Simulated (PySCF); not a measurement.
# Which functional comes closest?

Molecule: hexafluorophosphate (F[P@OH8-](F)(F)(F)(F)F, [F6P]-).

Mapped SMILES: `[F:1][P@OH8-:2]([F:3])([F:4])([F:5])([F:6])[F:7]`.

Geometry PBE0-D3(BJ)/def2-SVP throughout; GIAO in PySCF, gas phase, one conformer, non-relativistic; equivalent atoms averaged; basis pcSseg-2.

Reference values (measured; solution; George Maxwell Hunter, The Preparation and Properties of Some Difluorophosphites, PhD thesis, University of Edinburgh, 1981): δ(P2) = -145.0 ppm vs 85 % H3PO4. Computed shifts are taken against H3PO4, calculated as an isolated molecule at each level.

**Question.** How do the functionals HF, BLYP, B97-D, mPW1PW91, WP04, B97-2 perform against the reference? Times are CPU seconds on 1 thread of an Intel Xeon Platinum 8488C, shared host; the GGAs took longer than the global hybrids here, which isn't the general rule, and the cause wasn't traced.

**Answer.** 
| functional | kind | P2 | abs. error P | core-s |
| --- | --- | --- | --- | --- |
| HF | Hartree–Fock | -169.8 | 24.8 | 14 |
| BLYP | GGA | -124.4 | 20.6 | 29 |
| B97-D | GGA | -122.9 | 22.1 | 31 |
| mPW1PW91 | global hybrid | -137.9 | 7.1 | 26 |
| WP04 | global hybrid | -132.7 | 12.3 | 26 |
| B97-2 | global hybrid | -134.9 | 10.1 | 26 |

For ³¹P the closest is mPW1PW91 (7.1 ppm) and the furthest HF (24.8 ppm). One molecule is a small sample, and vibrational and solvent effects are absent from the calculation.
